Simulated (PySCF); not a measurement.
## Electron correlation in F³⁺ (fluorine, charge +3)

[He] 2s2 2p2, high-spin 3P determinant. All numbers are calculated (PySCF 2.14, the non-relativistic Hamiltonian (point nucleus), in aug-cc-pVTZ (5s4p3d2f, 46 functions)). Frozen: 1s2; 4 electrons correlated.

```
  level  correlation energy (mhartree)
   CCSD                        -100.57
    (T)                          -1.14
CCSD(T)                        -101.71
  CCSDT                        -101.90
```

Diagnostics: T1 = 0.0036, D1 = 0.0077, largest double amplitude 0.122.

Is a single reference adequate?

Mostly. T1 lies below 0.03, but a double amplitude of this size points to a near-degeneracy that CCSD handles and MP2 describes poorly.
